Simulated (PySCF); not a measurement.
SMILES Br[Si](Br)(Br)Br (Br₄Si) (PBE0/def2-SVP optimised geometry):

```
5

Br    -1.469     1.039     0.000
Si    -0.735    -1.039     0.000
Br     1.469    -1.039     0.000
Br    -1.471    -2.077    -1.799
Br    -1.469    -2.078     1.799
```

Calculation: PBE0/def2-TZVP (PySCF).

Problem. What are the frontier orbital energies and the dipole moment?

Solution. HOMO-2 -8.70 eV, HOMO-1 -8.70 eV, HOMO -8.70 eV, LUMO -1.75 eV, LUMO+1 -0.14 eV; dipole moment 0.00 D.

On the same geometry PySCF 2.14.0 with PBE/def2-TZVP gives HOMO-2 -7.41 eV, HOMO-1 -7.41 eV, HOMO -7.40 eV, LUMO -2.62 eV, LUMO+1 -1.00 eV; dipole moment 0.00 D.

Meta-Löwdin charges at PBE0/def2-TZVP: Br1 -0.20, Si2 0.80, Br3 -0.20, Br4 -0.20, Br5 -0.20.
